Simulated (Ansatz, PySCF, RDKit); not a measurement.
Noncovalent pair: SiH4 (SMILES [SiH4]) (first 5 atoms) with H2S (SMILES S); geometry from B3LYP-D3(BJ)/def2-TZVP, rigid monomers moved along the line of their centres of mass till Si1···S6 is 4.33 Å.
(charge 0, multiplicity 1):
```xyz
8

Si     0.030    -0.044    -0.287
H     -0.705     1.128     0.239
H     -0.110    -0.071    -1.764
H     -0.545    -1.286     0.272
H      1.462     0.059     0.063
S      0.217     0.078     4.037
H     -0.303     1.309     3.903
H     -0.987    -0.507     3.932
```

Counterpoise-corrected where a basis set is named; no monomer relaxation. RDKit's UFF carries no charges.

Frozen-core correlation. CBS: X⁻³ extrapolation of the correlation energy, Hartree–Fock from the larger set.

Programs: Ansatz (Gaussian basis) for Hartree–Fock, density functionals and correlated methods; PySCF for the dispersion terms; RDKit for the force fields. Values without a source in brackets are computed.

Question: Give the interaction energy at the level UFF.

Answer: -30 meV

Ansatz is an electronic-structure program.
